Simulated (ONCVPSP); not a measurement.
**What one change does to a pseudopotential (silicon, ONCV)**

silicon (Si), optimised norm-conserving Vanderbilt (ONCV), made with ONCVPSP 4.0.1 (PW91, scalar-relativistic). Core [Ne], reference 3s2 3p1 (charge +1). Waves: 3s: rc 1.50 bohr, ncon 4, nbas 8, qcut 3.9 1/bohr, 2 projectors, debl 2.3 Ha; 3p: rc 1.55 bohr, ncon 4, nbas 9, qcut 4.8 1/bohr, 2 projectors, debl 3.9 Ha. Local part: polynomial inside 1.25 bohr (lpopt 4, dvloc0 0 Ha). Core correction: Teter function, fcfact 4.25, rcfact 1.8.

Change: local potential polynomial inside 1.25 bohr (lpopt 4, dvloc0 6 Ha).

Cutoffs: the cutoffs (Ha) at which the residual kinetic energy of the hardest occupied pseudo-wave falls to 1 and 0.1 mHa per electron; they do not see the model core or the augmentation charge, which bear on the density cutoff. Errors are all-electron minus pseudo energies relative to the spin-unpolarised reference configuration.

Predict the effect on cutoff, ghosts and configuration errors.

The potential gets neither clearly harder nor softer (7.8 Ha and 27 Ha → 7.8 Ha and 27 Ha); the errors of the 4 common tests hardly move; neither file shows a bound ghost.

```csv
quantity,base,changed
"cutoff, loose",7.8 Ha,7.8 Ha
"cutoff, tight",27 Ha,27 Ha
bound ghosts,none,none
GHOST(+) flags under 300 eV,s at 129.5 eV,none
"error for 3s2 3p2, meV [ΔE -7.78 eV]",-7.4,-7.5
"error for 3s2 3p0, meV [ΔE 16.05 eV]",-41,-41
"error for 3s1 3p0, meV [ΔE 50.10 eV]",-324,-324
"error for 3s0 3p4, meV [ΔE 6.02 eV]",-27,-27
s: phases at 1.52 bohr within 0.05 rad from the reference energy up to (Ha; the scan ends near 5),3.7,4.5
p: phases at 1.58 bohr within 0.05 rad from the reference energy up to (Ha; the scan ends near 5),to the end of the scan,to the end of the scan
"rms error of d²Exc/dni dnj with the model core, mHa",5.94,5.94
```
